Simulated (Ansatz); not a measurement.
Compare A (`CB(C)N[SiH3]`) with its isomer B (`CB(N)C[SiH3]`).

Isolated molecules relaxed with PBE0-D4/def2-TZVP in Ansatz; ΔE leaves out vibrations. CCSD(T)/CBS is the MP2 limit (def2-TZVPP, def2-QZVPP) plus CCSD(T) − MP2 in def2-TZVPP, frozen cores. DFT in def2-TZVPP. B3LYP here is the variant with VWN-RPA as its local correlation; programs differ in this. Each species was taken in one conformer, which may not be the lowest.

**Question.** Which is lower in electronic energy at CCSD(T)/CBS, and by how much? (An estimate is asked.)

**Answer.** Ansatz gave: A, by 7.7 kcal/mol.

**Question.** Give E(B) − E(A) in kcal/mol with PBE-D4, PBE0-D4, CCSD/def2-TZVPP, r2SCAN-D4, B3LYP-D4, B2PLYP, CCSD(T)/def2-SVP. (Best estimate.)

**Answer.** Computed: PBE-D4 5.6, PBE0-D4 6.2, CCSD/def2-TZVPP 7.9, r2SCAN-D4 7.0, B3LYP-D4 7.8, B2PLYP 8.0, CCSD(T)/def2-SVP 6.6. None reverses the order clearly.

**Question.** Does the order hold for the free energy at 298.15 K (harmonic terms from PBE0-D4)? (Best estimate.)

**Answer.** The calculation gave: Yes: G(B) − G(A) = +8.6 kcal/mol, for one conformer each. Modes under 60 cm⁻¹, often nearly free rotors, make the harmonic entropy too high.

Largest T1 diagnostic: 0.011.

From BLYP to BHLYP (50 % exact exchange), in def2-TZVPP and without D4, E(B) − E(A) moves by +1.3 kcal/mol. In def2-TZVPP, CCSD(T) changes the Hartree–Fock value by −2.5 kcal/mol (the triples alone add −0.3 kcal/mol) and MP2 by −2.4 kcal/mol.
